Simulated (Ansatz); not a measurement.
The same path of Cl3HSn + H5NSi (12 atoms, charge 0, multiplicity 1) was run twice with different band settings. Lost on the way: Sn1–H2, N6–H12. Made: Sn1–N6, H2–H12.

All numbers below come from RHF/def2-SVP (Ansatz).

Relaxed end points:

```xyz
12
Properties=species:S:1:pos:R:3
Sn 0.131 0.022 0.011
H 0.577 -0.034 1.632
Cl 2.201 0.148 -1.112
Cl -0.928 1.945 -0.803
Cl -0.768 -1.920 -0.947
N -2.261 -0.176 1.311
H -2.877 -0.397 0.544
Si -2.831 1.186 2.298
H -3.745 0.711 3.364
H -1.658 1.821 2.932
H -3.540 2.128 1.416
H -2.134 -1.032 1.829
```

```xyz
12
Properties=species:S:1:pos:R:3
Sn -0.591 0.581 -0.295
H -0.593 -3.084 1.655
Cl 1.457 0.989 0.718
Cl -0.921 2.268 -1.854
Cl -0.491 -1.463 -1.395
N -2.079 0.488 1.018
H -2.521 -0.415 1.040
Si -2.723 1.714 2.078
H -2.676 1.274 3.491
H -1.880 2.917 1.900
H -4.129 2.041 1.746
H -0.686 -2.910 2.375
```

Common settings: movable images 7; climbing image yes; spring 5.0 eV/Å²; optimiser quadratic models (default); start path through a guess of the saddle point; iteration limit 60; end points relaxed.

| run | force threshold |
| --- | --- |
| 1 | 0.03 eV/Å |
| 2 | 0.2 eV/Å |

(1) What does each run give, and how far can it be trusted?

## Answers

(1) Run 1: converged after 36 iterations, highest image 2.729 eV above the first end. Neighbouring images differ by up to 2.4 eV, so the band resolves the path poorly. A vibrational analysis at the climbing image gives one clearly imaginary mode, 2063i cm⁻¹: a first-order saddle point.
Run 2: converged after 21 iterations, highest image 2.763 eV above the first end. The threshold of 0.2 eV/Å is loose, so the images may lie well off the minimum-energy path. Neighbouring images differ by up to 2.3 eV, so the band resolves the path poorly. The order of the point at the top wasn't checked.
The orbitals stay closed-shell, which can raise the energy where a bond breaks towards radicals; this wasn't checked here.
